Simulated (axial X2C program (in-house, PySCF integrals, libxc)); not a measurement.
# InH⁺: nuclear properties from DFT to coupled cluster

Computed with an in-house all-electron X2C program for linear molecules (integrals from PySCF): two-component X2C with atomic mean-field Coulomb and Gaunt terms, Gaussian nuclei, basis In dyall-acv3z, H dyall-av3z with contracted cores.

R = 1.853 Å (near the PBE0 minimum at charge 1 of the determinant lowest at the starting distance; the state shown can have its own minimum elsewhere); state Ω = 1/2 (⟨Sz⟩ = 0.50, ⟨Lz⟩ = 0.00 at PBE0).

```csv
level,Eeff magnitude (GV/cm),Ws magnitude In (kHz),A∥/gI In (MHz),qzz In (a.u.),A∥/gI H (MHz)
PBE0,16.9,19.5,3280,-3.70,161
HF,22.3,26,3060,-4.45,167
B3LYP,15.9,18.4,3240,-3.48,174
```

Eeff is the effective electric field on the electron electric dipole moment in this Ω state and Ws the scalar–pseudoscalar constant of the nucleus named (defined with the proton number Z and per Ω); A∥ (defined per Ω) follows by multiplying with gI = μI/(I μN); qzz is the electric field gradient, eQq0 = 234.96 MHz × Q/barn × qzz. The operators were transformed with the bare-nucleus X2C matrices; with these basis sets, hyperfine constants and field gradients can be off by tens of per cent, and where levels differ in sign neither size nor sign is settled.

Finite-field MP2, CCSD and CCSD(T), with 13 electrons correlated in 130 natural virtual spinors (MP2 remainder added):

```json
{"level": "MP2", "Eeff magnitude (GV/cm)": "17.4", "Ws magnitude In (kHz)": "20.3", "A∥/gI In (MHz)": "2820", "qzz In (a.u.)": "-3.16", "A∥/gI H (MHz)": "177"}
{"level": "CCSD", "Eeff magnitude (GV/cm)": "17.2", "Ws magnitude In (kHz)": "20", "A∥/gI In (MHz)": "3450", "qzz In (a.u.)": "-3.74", "A∥/gI H (MHz)": "160"}
{"level": "CCSD(T)", "Eeff magnitude (GV/cm)": "16.5", "Ws magnitude In (kHz)": "19.3", "A∥/gI In (MHz)": "3420", "qzz In (a.u.)": "-3.64", "A∥/gI H (MHz)": "161"}
```

T1 = 0.020 (Lee–Taylor). One unrestricted determinant, the lowest of a limited PBE0 search, is the reference; the functionals treat spin collinearly. Correlation of the inner shells is missing, which matters for properties at the nucleus. Number of frozen shells: In 4 s, 3 p, 1 d; H none.

(1) By how much does correlation change each value, CCSD(T) against HF?

Answers

(1) Eeff magnitude -26 %; Ws magnitude In -26 %; A∥/gI In 12 %; qzz In -18 %; A∥/gI H -4 %.
